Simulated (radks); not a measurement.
Spherical jellium clusters: N electrons in a uniform positive sphere of charge N and radius rs N^(1/3), rs = 5.49 bohr. Method: non-relativistic Kohn-Sham, LDA (Slater exchange, Perdew-Wang correlation), spin-polarised, spherical densities; computed with a radial shooting solver with Libxc functionals. Levels are named by radial order and angular momentum (1s, 1p, 1d, 2s, ...), and open shells are averaged over m.

N = 4, configuration 1s2 1p(up 2, down 0). This is the lowest configuration that the search found. Occupied and some empty levels:

| level | occupation | eigenvalue (eV) | <r> (bohr) |
|---|---|---|---|
| 1s up | 1 | -3.1708 | 6.030 |
| 1s down | 1 | -2.7838 | 6.031 |
| 1p up | 2 | -2.2020 | 7.399 |
| 1p down | 0 | -1.8182 | 7.616 |
| 1d up | 0 | -1.0750 | 8.890 |
| 2s up | 0 | -0.81471 | 9.576 |
| 1d down | 0 | -0.76124 | 9.411 |
| 2s down | 0 | -0.63789 | 10.24 |

Energy (eV): total -6.22462, kinetic 4.3606, external -58.873, Hartree 29.104, exchange-correlation -10.791, background 29.975.

Electron density:

| r (bohr) | n(r) (e/bohr^3) |
|---|---|
| 0.645 | 0.001772 |
| 1.36 | 0.001814 |
| 2.08 | 0.001872 |
| 2.80 | 0.001924 |
| 3.52 | 0.001943 |
| 4.23 | 0.001903 |
| 4.95 | 0.001784 |
| 5.67 | 0.001582 |
| 6.39 | 0.001315 |
| 7.11 | 0.001019 |
| 7.82 | 0.0007330 |
| 8.54 | 0.0004913 |
| 9.26 | 0.0003097 |
| 9.98 | 0.0001861 |
| 10.7 | 0.0001076 |
| 11.4 | 0.00006101 |
| 12.1 | 0.00003359 |
| 12.8 | 0.00001818 |
| 13.6 | 9.712e-06 |
| 14.3 | 5.136e-06 |
